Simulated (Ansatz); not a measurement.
Ansatz (a quantum-chemistry and plane-wave program) input (B3LYP/6-31G**): A basis named .json is the Basis Set Exchange file of that set (core-valence sets with the plain set on hydrogen).

Ansatz 0.2 input:
```yaml
crystal:
  periodic: [false, false, false]
  atoms:
    - {symbol: Cl, position_ang: [0.00000000, 0.00000000, 0.00000000]}
basis:
  gaussian:
    orbitals: 6-31G__.json
hamiltonian:
  xc: {name: B3LYP}
magnetization: {spin_polarized: true, initial_magnetization: 1}
scf: {lower_state_search: full}
```

Output:

```
Functional definition: B3LYP
integrals: 0.00 GiB planned
99 factors; integrals over basis functions are off by at most 2.1e-4 eV
mean field: 0.05 GiB planned
mean field evaluation 1: about -12520.8870 eV, gradient 3.0e0 eV
mean field evaluation 2: about -12520.8879 eV, gradient 3.0e0 eV
mean field evaluation 4: about -12520.9440 eV, gradient 4.2e-1 eV
mean field evaluation 8: about -12520.9449 eV, gradient 3.2e-4 eV
mean field evaluation 16: about -12520.9423 eV, gradient 5.2e-1 eV
mean field evaluation 32: about -12520.9449 eV, gradient 6.2e-3 eV
mean field -12520.94489397 eV, -460.1362378520 hartree, gradient 5.9e-6 eV, S^2 0.751721; 2 other end points of the search recorded, 0 dependent functions left out
reference -12520.94501490 eV, -460.1362422962 hartree; 9, 8 occupied and 10, 11 virtual orbitals, 99 factors
Total energy: -12520.94501490 eV, -460.1362422962 hartree
```
